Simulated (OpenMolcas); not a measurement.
**Eu3+: effect of the metal basis and ligand basis**

Eu3+ with 4 ligands (fluoride) in tetrahedral coordination (Td) at 2.13 Å. A charge of +0.25 e stands 2.4 Å behind each ligand.

- Program: OpenMolcas
- Method: CASSCF
- Spin-orbit coupling: state interaction with AMFI integrals over the reference wave functions

Fixed: active space 6 electrons in 7 orbitals (4f), DKH2 Hamiltonian.

States (labels of Td). Energies in cm-1 above the lowest state or level, χT in cm3 K/mol.

| Run | Metal basis | Ligand basis | Ground state | First state of that spin | First gap with spin-orbit (degeneracies) | χT at 300 K | Cost |
| --- | --- | --- | --- | --- | --- | --- | --- |
| A | ANO-RCC-VDZP | ANO-RCC-VDZP | 7A2 | 7T2 685.3 | 341.0 (1, 3) | 1.391 | roughly 70 core-seconds |
| B | ANO-RCC-VTZP | ANO-RCC-VTZP | 7A2 | 7T2 691.2 | 341.1 (1, 3) | 1.394 | roughly 4 core-minutes |

Costs are those of the RASSCF and RASSI steps.

High states are left out of the spin-orbit mixing, which shifts the levels that they would mix with. Without dynamic correlation the ligand-field splitting of an f shell can come out too small, at times by half. No measured value stands beside these numbers; the geometry is a model, was not optimised and need not be the one that this ion takes.
